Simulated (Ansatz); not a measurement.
Problem. Name a neutral molecule of C, Cl, N, Si and H with LUMO energy (ωB97M-V/def2-TZVPP) between 1.35 and 1.65 eV and HOMO–LUMO gap (ωB97M-V/def2-TZVPP) between 10.70 and 11.00 eV (Ansatz, PBE0-D4/def2-TZVP geometry).

Solution. `[SiH3]NC[SiH2]Cl` (1.55 eV, 10.82 eV); `[SiH3][C@@H]1N[Si@H]1Cl` (1.53 eV, 10.74 eV); `N[SiH]([SiH3])CCl` (1.43 eV, 10.91 eV). Other molecules can fit too; these were computed, each in one conformer that needn't be the lowest.
